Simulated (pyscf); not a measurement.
HO–BH–AsH₂ (SMILES OB[AsH2]), singlet

Gas-phase minimum from PySCF at ωB97X-D3(BJ)/def2-SVP, one conformer. 

SMILES: B(O)[AsH2]
```xyz
7

O      0.0784     0.7200     0.5332
B      0.3773    -0.5936     0.6549
As    -1.0325    -1.8531     1.3952
H      0.8254     1.2533     0.2367
H      1.4946    -1.0000     0.4050
H     -0.7929    -2.9356     0.3604
H     -2.2075    -1.2296     0.6686
```

Bonds (Å): O1–B2 1.353, O1–H4 0.965, B2–As3 2.030, B2–H5 1.215, As3–H6 1.517, As3–H7 1.516. Bond angles (°): B2–O1–H4 113.2, O1–B2–As3 118.8, O1–B2–H5 120.6, As3–B2–H5 120.4, B2–As3–H6 94.8, B2–As3–H7 96.2, H6–As3–H7 95.1.

Properties at ωB97X-D3(BJ)/def2-SVP:

| Item | Result |
|---|---|
| Harmonic wavenumbers, unscaled | 165, 264, 475, 543, 663, 726, 904, 1000, 1019, 1187, 1384, 2274, 2287, 2589, 3894 cm⁻¹ |
| Zero-point energy | 27.7 kcal/mol |
| Rotational symmetry number | 1 |
| Entropy of this conformer at 298 K and 1 atm, rigid rotor and harmonic oscillator, modes under 100 cm⁻¹ raised to 100 | 294.8 J/(mol K) |
| Dipole moment | 2.36 D |

Single-point totals, which compare only within one level (frozen core for MP2 and CC):

```
level                   total energy (hartree)
----------------------  ----------------------
ωB97X-D3(BJ)/def2-TZVP             -2338.40992
PBE/def2-TZVP                      -2337.96644
r²SCAN/def2-TZVP                   -2338.36590
B3LYP-D3(BJ)/def2-TZVP             -2338.49094
PBE0-D3(BJ)/def2-TZVP              -2338.04355
M06-2X/def2-TZVP                   -2338.39622
ωB97M-D3(BJ)/def2-TZVP             -2338.47148
HF/def2-TZVPP                      -2336.15815
MP2/def2-TZVPP                     -2336.77561
CCSD/def2-TZVPP                    -2336.79854
CCSD(T)/def2-TZVPP                 -2336.82200
```

Soft torsions are taken as harmonic, which can shift the entropy by several J/(mol K). The CCSD(T) − MP2 part came from Ansatz, without density fitting, on the same reference. The frozen core leaves the outer d or s,p core shells of the metals and heavy elements correlated in the MP2 and CC values, and def2-TZVPP describes them poorly, so these totals are far from the basis limit. Elements up to Kr have no core potential and no relativistic terms here.
